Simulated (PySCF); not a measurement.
Zn(F)(NMe2) (C2H6FNZn), SMILES [F][Zn][N](C)C.

Coordinates come from a B3LYP-D3(BJ)/def2-SVP optimisation. The structure was generated by enumeration; whether it is a known compound was not checked. One conformer was computed; it need not be the lowest.

The numbers are results of PySCF with ωB97X/def2-TZVP, not measurements.

Symmetry labels are those of the subgroup Cs that the program uses (full group Cs).

Computed valence orbital energies around the gap with their symmetry:
| orbital | symmetry | energy (eV) |
|---|---|---|
| HOMO−7 | A" | -14.95 |
| HOMO−6 | A' | -13.59 |
| HOMO−5 | A" | -13.44 |
| HOMO−4 | A" | -12.95 |
| HOMO−3 | A' | -12.79 |
| HOMO−2 | A" | -12.75 |
| HOMO−1 | A' | -11.66 |
| HOMO | A' | -8.53 |
| LUMO | A' | 1.02 |
| LUMO+1 | A" | 1.78 |
| LUMO+2 | A' | 2.07 |
| LUMO+3 | A' | 3.20 |
